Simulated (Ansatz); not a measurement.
# Abstraction of H: GaH2(NH2) + SiH3Te → GaH(NH2) + SiH3(TeH)

Species: GaH2(NH2), singlet; SiH3Te `[SiH3][Te]`, doublet; GaH(NH2), doublet; SiH3(TeH), singlet. A radical takes H: the energy is the difference in strength between the Ga–H bond broken and the Te–H bond made.

Shapes, held fixed at every level: PBE0-D4/def2-TZVP. Flexible molecules stand in one conformer, not always the lowest. Programs: Ansatz 0.2.0. The zero-point and thermal change to 298 K, harmonic and unscaled (PBE0-D4/def2-TZVP), is -2.2 kJ/mol.

Question: Estimate ΔH(298 K) of this reaction.

Answer: The highest level, CCSD(T)/def2-TZVPP, gives ΔH(298 K) = +54.4 kJ/mol; the levels span +46.4 to +58.5. The column of differences is taken from that level and isn't an error. No measured value is set beside it here. Open shells run unrestricted. For atoms past krypton def2 sets carry core potentials with scalar relativity. Relativity is left out for Ga. Outer-core shells of Ga, Te are correlated in most correlated rows, in sets that cover them unevenly. Times are processor times on shared x86 and Arm servers, and rough.

```tsv
level	kind	ΔH(298 K) (kJ/mol)	less CCSD(T)/def2-TZVPP	CPU time (sum over the molecules)
r2SCAN-D4/def2-TZVPP	meta-GGA	+47.1	-7.3	76 s
BHLYP-D4/def2-TZVPP	global hybrid	+58.4	+4.0	28 s
PBE0-D4/def2-TZVPP	global hybrid	+46.4	-8.0	34 s
r2SCAN0-D4/def2-TZVPP	global hybrid	+51.2	-3.2	58 s
B2PLYP/def2-TZVPP	double hybrid	+52.2	-2.2	45 s
CCSD/def2-TZVPP	coupled cluster or CI	+58.5	+4.1	–
CCSD(T)/def2-TZVPP	coupled cluster or CI	+54.4	0.0	2.9 min
```
